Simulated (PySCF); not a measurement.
## Gd(OH)3(NH3) relaxed at several levels

Computed with PySCF 2.14.0, def2-SVP on the ligands, density fitting, scalar-relativistic core potentials, no spin-orbit coupling, vacuum. Each row is relaxed at its own level from the same template. Distances are means of the shortest metal–ligand contacts, charges and spins Mulliken's; removal energies are rigid, with the ligand's formal charge and no counterpoise, so too large; for an anion taken off a cation in vacuum most of it is the attraction of opposite charges, and multiply charged cations can part far more cheaply with an electron moved from ligand to metal. lcecp potentials hold a fixed number of 4f electrons in the core, out of states, spins and gaps.

| level | basis on the metal | point group | M–OH (Å) | M–NH3 (Å) | charge on M (e) | dipole (D) | removal of one OH (eV) | unstable modes (below −25 cm⁻¹) |
| --- | --- | --- | --- | --- | --- | --- | --- | --- |
| PBE0 | lcecp-1-SVP with ECP53 | Cs, nearly C3v | 2.090 | 2.549 | 0.93 | 4.20 | 10.38 | not given |

**Question.** What does the calculation give for TPSS, lcecp-1-SVP with ECP53?

**Answer.** point group: C1, nearly C3v, M–OH (Å): 2.100, M–NH3 (Å): 2.562, charge on M (e): 0.82, dipole (D): 4.17, removal of one OH (eV): 10.37, unstable modes (below −25 cm⁻¹): not given.
```xyz
11

Gd    0.1640   -0.2089    0.2570
O     1.2104    1.3304    1.2274
H     1.7319    1.9671    1.7319
O    -1.4349   -1.1257    1.2643
H    -2.0943   -1.6002    1.7866
O     1.1426   -1.2767   -1.2626
H     1.6561   -1.8045   -1.8869
N    -1.2605    1.2827   -1.2620
H    -1.8726    1.9086   -0.7234
H    -0.6942    1.8836   -1.8742
H    -1.8738    0.7336   -1.8775
```

One start shape was tried for each, so a minimum needn't be the lowest isomer.
